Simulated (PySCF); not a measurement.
Computed shifts of a molecule CH₁₂N₂Si₃, PBE0/pcSseg-1 in PySCF, GIAO, gas phase, atoms alike by connectivity averaged where their shifts nearly agree, in ppm (number of nuclei): ¹⁵N: 28.8 (1), 26.6 (1). ²⁹Si: -25.8 (1), -71.8 (1), -106.4 (1). ¹³C: -1.4 (1). ¹H: 5.15 (1), 4.45 (1), 4.10 (1), 3.82 (3), 0.81 (1), 0.73 (1), 0.72 (1), 0.68 (1), 0.48 (1), -0.17 (1). References: ¹⁵N against NH3 (σ = 267.4 ppm); ²⁹Si against TMS (σ = 352.7 ppm); ¹³C against TMS (σ = 186.3 ppm); ¹H against TMS (σ = 31.56 ppm), references at their B3LYP-D3(BJ)/def2-TZVP geometries, non-relativistic. Coordinates come from a PBE0-D3(BJ)/def2-SVP optimisation. One conformer was computed; it need not be the lowest.

### Question
Which structure fits?
A) N[SiH2]NC[SiH2][SiH3]
B) N[SiH](N)C[SiH2][SiH3]
C) C[SiH2][SiH2]N[SiH2]N
D) CN([SiH3])[SiH2][SiH2]N

### Answer
B, N[SiH](N)C[SiH2][SiH3]
